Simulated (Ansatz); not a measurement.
A search over several starts for the lowest SCF solution of ZnMeBr (CH₃BrZn) at the given spin, in a small basis.

```yaml
crystal:
  periodic: [false, false, false]
  atoms:
    - {symbol: Zn, position_ang: [-0.005166, 0.002482, -1.100257]}
    - {symbol: C, position_ang: [0.003790, -0.001530, 0.828664]}
    - {symbol: H, position_ang: [-0.446539, 0.916257, 1.210721]}
    - {symbol: H, position_ang: [1.027197, -0.070190, 1.201531]}
    - {symbol: H, position_ang: [-0.563946, -0.853277, 1.207229]}
    - {symbol: Br, position_ang: [-0.015336, 0.006258, -3.347878]}
basis:
  gaussian: {orbitals: def2-SVP, initial_orbitals: start.molden}
hamiltonian: {xc: pbe0, dispersion: d4}
output: {orbitals: {seedname: orbitals}}
```

The file start.molden holds the orbitals of an earlier run on this structure, at another level or in another basis.

```sh
$ ansatz run in.yaml --threads 4 --pin off --events-out ev --progress --plain --max-ram 3916MiB
```

Output, abridged:

```
Functional definition: PBE0
905 factors; integrals over basis functions are off by at most 1.1e-3 eV
mean field evaluation 1: about -119521.1088 eV, gradient 1.1e1 eV
mean field evaluation 2: about -119521.2789 eV, gradient 2.3e-1 eV
mean field evaluation 4: about -119521.3289 eV, gradient 4.9e-4 eV
mean field evaluation 8: about -119515.1958 eV, gradient 5.3e1 eV
mean field evaluation 16: about -119521.3289 eV, gradient 8.7e-2 eV
mean field -119521.32894847 eV, -4392.3278243896 hartree, gradient 1.4e-5 eV, S^2 0.000000; 1 other end points of the search recorded, 0 dependent functions left out
reference -119521.32897898 eV, -4392.3278255109 hartree; 37, 37 occupied and 55, 55 virtual orbitals, 905 factors
Total energy: -119521.40533461 eV, -4392.3306315285 hartree
```

Hardware: 4 threads of AMD EPYC 7R43 on a shared host. Wall time 1.4 s.
